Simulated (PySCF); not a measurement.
An unknown gives this computed stick spectrum. Method used: TDDFT CAM-B3LYP/def2-SVPD, vertical, gas phase, core orbitals frozen in the response in PySCF 2.14.0, density-fitted response routines. Geometries: GFN2-xTB, one conformer each.

| state | λ (nm) | f |
| --- | --- | --- |
| S1 | 195.9 | 0.0042 |
| S2 | 188.3 | 0.0027 |
| S3 | 167.7 | 0.042 |
| S4 | 167.1 | 0.0063 |
| S5 | 161.1 | 0.036 |
| S6 | 158.2 | 0.088 |
| S7 | 154.5 | 0.031 |
| S8 | 153.2 | 0.011 |

Question: Which candidate is it? All have the formula C3H10F2N2Si.
A. `CN[Si](F)(F)N(C)C`
B. `N[Si](N)([C@H](F)C)CF`
C. `CN(C)[Si@@H](N)C(F)F`

Answer: A. Its S1 lies at 6.33 eV; the nearest of the others has S1 at 6.58 eV. S1 is HOMO→LUMO (81%), HOMO→LUMO+1 (8%). Löwdin shares by element: HOMO nitrogen 54% or more, carbon 18% or more, silicon 6% (atoms not listed hold the other 22%); LUMO carbon 23% or more, silicon 22%, hydrogen 10% or more (atoms not listed hold the other 45%). At the same level the other candidates give, for their lowest levels:
- `C[C@@H](F)[Si](N)(N)CF`: 188 nm (f 0.034); 178 nm (f 0.059); 170 nm (f 0.025); 162 nm (f 0.002); 156 nm (f 0.014); T1 6.26 eV; HOMO -8.78, LUMO 0.89 eV
- `CN(C)[Si@@H](N)C(F)F`: 205 nm (f 0.019); 187 nm (f 0.029); 185 nm (f 0.020); 175 nm (f 0.030); 172 nm (f 0.017); T1 5.84 eV; HOMO -8.04, LUMO 0.98 eV

The values belong to the conformer `[CH3:1][NH:2][Si:3]([F:4])([F:5])[N:6]([CH3:7])[CH3:8]`: C1–N2–Si3–F4 -79°, N2–Si3–N6–C7 -43°.
Triplets come from the Tamm–Dancoff approximation.
